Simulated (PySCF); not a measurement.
H6NSi2, SMILES N([SiH3])[SiH2], doublet, B3LYP/def2-SVP optimised geometry.

```
9

Si    -1.86     0.55     0.00
N     -0.11     0.55     0.00
Si     1.01    -0.54    -0.81
H     -2.29    -0.15    -1.25
H     -2.36     1.97     0.00
H      0.33     1.20     0.65
H      1.07    -0.29    -2.28
H      0.61    -1.97    -0.61
H      2.36    -0.32    -0.22
```

Density from unrestricted B3LYP/def2-TZVP (PySCF 2.14.0) at that geometry.

Minimum of the electron density along straight lines between bonded atoms, close to the bond critical point (lines longer than 1.1 times the sum of covalent radii, or with two minima, are not listed):

```json
[
 {"bond": "Si1–N2", "length / Å": "1.750", "ρ at the minimum / e bohr⁻³": "0.124", "∇²ρ there / e bohr⁻⁵": "0.49", "position (fraction from the first atom)": "0.40"},
 {"bond": "N2–Si3", "length / Å": "1.755", "ρ at the minimum / e bohr⁻³": "0.124", "∇²ρ there / e bohr⁻⁵": "0.47", "position (fraction from the first atom)": "0.60"},
 {"bond": "Si1–H4", "length / Å": "1.500", "ρ at the minimum / e bohr⁻³": "0.119", "∇²ρ there / e bohr⁻⁵": "0.13", "position (fraction from the first atom)": "0.49"},
 {"bond": "Si1–H5", "length / Å": "1.503", "ρ at the minimum / e bohr⁻³": "0.118", "∇²ρ there / e bohr⁻⁵": "0.13", "position (fraction from the first atom)": "0.49"},
 {"bond": "N2–H6", "length / Å": "1.018", "ρ at the minimum / e bohr⁻³": "0.326", "∇²ρ there / e bohr⁻⁵": "-1.52", "position (fraction from the first atom)": "0.73"},
 {"bond": "Si3–H7", "length / Å": "1.493", "ρ at the minimum / e bohr⁻³": "0.122", "∇²ρ there / e bohr⁻⁵": "0.14", "position (fraction from the first atom)": "0.49"},
 {"bond": "Si3–H8", "length / Å": "1.493", "ρ at the minimum / e bohr⁻³": "0.121", "∇²ρ there / e bohr⁻⁵": "0.14", "position (fraction from the first atom)": "0.49"},
 {"bond": "Si3–H9", "length / Å": "1.491", "ρ at the minimum / e bohr⁻³": "0.121", "∇²ρ there / e bohr⁻⁵": "0.14", "position (fraction from the first atom)": "0.49"}
]
```
